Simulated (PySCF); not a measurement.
HSnN + 2 HBr → SnBr₂ + NH₃

Level: PBE0 in the def2-TZVP basis family, computed in PySCF with density fitting; scalar-relativistic core potentials for atoms from Rb on, none lighter, no spin–orbit coupling; open shells unrestricted.

| species | state and structure | E (Eh) | ZPE (kJ/mol) | H(298 K) − H(0) (kJ/mol) | S° (J/(mol K)) |
| --- | --- | --- | --- | --- | --- |
| HSnN | singlet, C∞v, Sn–H 1.682 Å, Sn–N 1.809 Å; H–Sn–N 180.0° | -269.46512 | 20.9 | 10.9 | 242.1 |
| HBr | singlet, C∞v, H–Br 1.421 Å | -2574.45811 | 16.0 | 8.7 | 198.5 |
| SnBr₂ | singlet, C2v, Sn–Br 2.519 Å (×2); Br–Sn–Br 99.5° | -5362.14718 | 3.4 | 14.6 | 328.7 |
| NH₃ | singlet, C3v, N–H 1.013 Å (×3); H–N–H 107.1° (×3) | -56.51312 | 90.6 | 10.0 | 192.4 |

(1) What is the electronic reaction energy?

(2) Add zero-point, thermal and entropy terms for 298.15 K and 1 bar.

Answers

(1) At PBE0/def2-TZVP, ΔE = -732.4 kJ/mol from the differences of the total energies times 2625.5, downhill. 

(2) ΔZPE = 41.1 and Δ[H(298) − H(0)] = -3.7 kJ/mol give ΔH° = -695.0 kJ/mol. ΔS° = -118.0 J/(mol K), so ΔG° = -695.0 − 298.15 × (-0.1180) = -660 kJ/mol.

The structures come from searches over a few start shapes, so lower isomers are not excluded.
